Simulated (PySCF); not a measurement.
**Electronic structure of Co²⁺ (cobalt, charge +2) at the PBE0 level**

Configuration: [Ar] 3d7, high-spin 4F determinant. All numbers are calculated (PySCF 2.14, scalar relativity by spin-free X2C-1e, in x2c-TZVPall (6s5p4d1f, 48 functions)).

- Total energy: -1392.081 hartree
- One-electron energy: -1908.069 hartree
- Hartree (Coulomb) energy: 575.303 hartree
- Exchange-correlation energy: -59.315 hartree
- ⟨S²⟩: 3.7515
- ⟨L²⟩: 12.009
- Sum of ⟨r⟩: 15.51 bohr
- Sum of ⟨r²⟩: 15.93 bohr²
- Langevin diamagnetic susceptibility: -12.6 ×10⁻⁶ cm³/mol
- Time after the integrals: 0.78 s of wall time on 1 thread of Neoverse-V2 (shared host)

```tsv
shell	electrons	mean orbital energy (eV)	spread (eV)	rms radius, mean of both spins (bohr)
1s α	1	-7653.7	0	0.0649
1s β	1	-7653.7	0	0.0649
2s α	1	-935.02	0	0.277
2s β	1	-933.20	0	0.277
2p α	3	-802.67	0	0.249
2p β	3	-801.12	0	0.249
3s α	1	-129.36	0	0.832
3s β	1	-124.89	0	0.832
3p α	3	-91.205	0	0.888
3p β	3	-86.383	0	0.888
3d α	5	-30.886	1.267	1.15
3d β	2	-28.213	0	1.15
```

Densities and radii are taken from the X2C orbitals without a picture-change correction, which distorts them close to the nucleus.
